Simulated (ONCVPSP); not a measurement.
Tc (Z = 43): variants of one ONCV potential

Base potential:

ONCVPSP 4.0.1 input, shortened (lines: element, Z, core and valence counts, functional; n l f; lmax; l rc ep ncon nbas qcut; lloc lpopt rc5 dvloc0; l nproj debl; icmod fcfact rcfact), PBE, scalar-relativistic:

```
  Tc 43.00    6    4        4      upf
    1    0    2.00
    2    0    2.00
    2    1    6.00
    3    0    2.00
    3    1    6.00
    3    2   10.00
    4    0    2.00
    4    1    6.00
    4    2    5.00
    5    0    2.00
    2
    0    1.95    0.00    4    8    6.00
    1    1.35    0.00    4    7    5.60
    2    2.45    0.00    4    9    7.00
    4    5    1.05    0.00
    0    2    3.00
    1    3    2.00
    2    2    1.80
    3    3.00    1.05
```

All-electron outer shells of the reference configuration (PBE, scalar-relativistic, ld1.x):

| shell | level (eV) | outermost node (bohr) | outermost maximum (bohr) |
| --- | --- | --- | --- |
| 3d | -249.88 | – | 0.31 |
| 4s | -73.38 | 0.50 | 0.95 |
| 4p | -45.34 | 0.51 | 1.03 |
| 4d | -6.66 | 0.50 | 1.27 |
| 5s | -5.04 | 1.28 | 2.72 |

Cutoffs, loose and tight: the cutoffs (Ha) at which the residual kinetic energy of the hardest occupied pseudo-wave falls to 1 and 0.1 mHa per electron. They do not see the model core or the augmentation charge, which bear on the density cutoff. Test errors are all-electron minus pseudo excitation energies from the reference, over the configurations 4s2 4p6 4d5 5s1; 4s2 4p6 4d5 5s0; 4s2 4p6 4d4 5s0; 4s2 4p6 4d4 5s2 5p1. A dash means not determined; rows that change the core or the reference have their own tests.

```csv
change,outcome,"cutoff, loose","cutoff, tight",bound ghosts,GHOST(+) flags above zero,largest test error (meV)
base,generated,61 Ha,80 Ha,none,s,+19
d: debl 0.95,generated,61 Ha,80 Ha,none,s,+19
```

What comes out with this change to the base: p: rc 1.48?

outcome: generated; cutoff, loose: 16 Ha; cutoff, tight: 62 Ha; bound ghosts: none; GHOST(+) flags above zero: s; largest test error (meV): +19.

What comes out with this change to the base: all radii but the core radius scaled by about 1.31 (s 2.56, p 1.78, d 3.22 bohr); local potential polynomial inside 1.38 bohr (lpopt 5, dvloc0 0 Ha)?

outcome: generated; cutoff, loose: 13 Ha; cutoff, tight: 16 Ha; bound ghosts: none; GHOST(+) flags above zero: d; largest test error (meV): +83.

What comes out with this change to the base: p: nproj 1?

outcome: generated; cutoff, loose: 61 Ha; cutoff, tight: 80 Ha; bound ghosts: none; GHOST(+) flags above zero: s; largest test error (meV): +96.
